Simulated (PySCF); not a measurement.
Correlation energy of Al (aluminium, neutral)

[Ne] 3s1 3p1 3d1, one real determinant (an excited configuration). All numbers are calculated (PySCF 2.14, scalar relativity by spin-free X2C-1e, in x2c-QZVPPall with one added diffuse shell each of s, p, d, f type (10s7p5d3f1g, 86 functions)). Frozen: 1s2; 11 electrons correlated.

```tsv
level	correlation energy (mhartree)
CCSD	-181.24
(T)	-4.47
CCSD(T)	-185.71
```

Diagnostics: T1 = 0.023, D1 = 0.1047, largest double amplitude 0.269.

Task: Is a single reference adequate?

Result: Not fully. The real determinant used has ⟨L²⟩ near 8 against 12 for a pure F term, so it mixes terms. The outer electron is Rydberg-like, and this basis confines it to a smaller radius and binds it less than a complete one would. A double-excitation amplitude exceeds 0.15, a sign of near-degeneracy.

The reference is one real determinant that mixes LS terms of this configuration.

This basis was not built for core-valence correlation, so the inner-shell part is incomplete.
